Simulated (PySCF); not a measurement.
Trends in electronic spectra. Computed with TDDFT CAM-B3LYP/def2-SVPD, vertical, gas phase, core orbitals frozen in the response in PySCF 2.14.0, density-fitted response routines. Geometries: PBE0-D3(BJ)/def2-SVP; one conformer of each isolated species. Triplets are in the Tamm–Dancoff approximation. Relativistic effects are left out although some hold elements past zinc.

Problem. Rank by computed S1–T1 gap, lowest first.
A. `CC#C[C@H]1C[CH2][GeH2][CH2]1`
B. `C#C[C@H]1CCC[CH2][GeH2]1`
C. `C=[C](C)[GeH]1[CH2]C=C[CH2]1`
D. `C[C](C)(C)[GeH2][F]`

Solution. D (0.31 eV), B (0.94 eV), A (1.07 eV), C (2.35 eV).

```csv
SMILES,S1−T1 (eV),S1 (eV),T1 (eV),S1 mainly,T1 mainly,f(S1)
C[C](C)(C)[GeH2][F],0.31,6.93,6.62,H→L (92%),H→L (88%),0.001
C#C[C@H]1CCC[CH2][GeH2]1,0.94,6.17,5.22,H→L+7 (16%),H→L+2 (16%),0.001
CC#C[C@H]1C[CH2][GeH2][CH2]1,1.07,6.43,5.36,H→L+7 (15%),H→L+6 (20%),0.001
C=[C](C)[GeH]1[CH2]C=C[CH2]1,2.35,6.58,4.24,H-3→L (44%),H-1→L (61%),0.002
```

H and L stand for HOMO and LUMO. For `C#C[C@H]1CCC[CH2][GeH2]1`, `CC#C[C@H]1C[CH2][GeH2][CH2]1` and `C=[C](C)[GeH]1[CH2]C=C[CH2]1` the leading configurations of S1 and T1 differ. Singlets come from full response and triplets from the Tamm–Dancoff approximation.

Without π bonds the low states are Rydberg-like; a valence basis with one diffuse set may place them up to an eV too high.
